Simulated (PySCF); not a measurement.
Compound: C₆H₅Br.
Numbering: `[CH2:1]=[C:2]1[CH:3]=[CH:4][C:5]([Br:6])=[CH:7]1` (hydrogens: H8, H9 on C1; H10 on C3; H11 on C4; H12 on C7)

Method: PBE0/def2-SVP geometry optimisation, gas phase in PySCF.

Task: Give the optimised bond lengths and angles.

Result: 
```
  bond  length (Å)
 C1=C2       1.346
 C2–C3       1.471
 C3=C4       1.352
 C4–C5       1.469
C5–Br6       1.866
 C5=C7       1.354
 C2–C7       1.466
 C1–H8       1.093
 C1–H9       1.093
C3–H10       1.090
C4–H11       1.090
C7–H12       1.088
```

A selection of angles:
```
    angle  degrees
 C2–C1–H8    121.1
 C2–C1–H9    121.4
 H8–C1–H9    117.5
 C1–C2–C3    126.3
 C1–C2–C7    126.8
 C3–C2–C7    106.9
 C2–C3–C4    108.2
C2–C3–H10    124.6
C4–C3–H10    127.2
 C3–C4–C5    107.9
C3–C4–H11    127.9
C5–C4–H11    124.3
C4–C5–Br6    122.6
 C4–C5–C7    110.6
Br6–C5–C7    126.8
C5–C7–H12    127.7
 C2–C7–C5    106.5
C2–C7–H12    125.8
```

Dihedral angles: C1–C2–C3–C4 180° (antiperiplanar); C2–C3–C4–C5 0° (synperiplanar); C3–C4–C5–Br6 180° (antiperiplanar); C4–C5–C7–C2 0° (synperiplanar); C1–C2–C7–C5 180° (antiperiplanar).

The 5-membered ring C2–C3–C4–C5–C7 has internal angles of 106.5° to 110.6°; it is planar, 0.00 Å rms from its mean plane, widest ring torsion 0°. The C–C distances run from 1.346 Å (C1=C2, drawn double) to 1.471 Å (C2–C3, drawn single), a spread of 0.125 Å. The 7 heavy atoms lie in one plane (0.001 Å rms).

Point group: Cs (tolerance 0.08 Å). Not checked by PBE0/def2-SVP frequencies.

Hardware: one thread of an Intel Xeon at 2.70 GHz, shared host with 64 logical CPUs at a one-minute load of 60. Cost: 59 s of wall time, 0.61 GiB resident at most. These figures are those of the optimisation.
